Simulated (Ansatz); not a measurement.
BI3, SMILES IB(I)I.

Coordinates come from a PBE0-D3(BJ)/def2-SVP optimisation. The isomer is the one that the SMILES or the coordinates give; other isomers of the formula were not compared. The def2 effective core potentials stand for the cores of I; spin–orbit coupling is left out.

Two levels are set side by side: PBE/def2-SVPD (Ansatz, an electronic-structure program) and PBE0/def2-SVPD (Ansatz). Energy differences of separate SCF runs at the same geometry; the states with an electron removed or added have multiplicity 2 and 2. Differences are taken from unrounded values.

```json
[
 {"quantity": "vertical ionisation energy (eV)", "PBE0": "9.18", "PBE": "8.75", "PBE minus PBE0": "-0.43"},
 {"quantity": "vertical electron affinity (eV)", "PBE0": "1.16", "PBE": "1.02", "PBE minus PBE0": "-0.15"},
 {"quantity": "vertical singlet–triplet gap (eV)", "PBE0": "3.28", "PBE": "3.04", "PBE minus PBE0": "-0.25"}
]
```
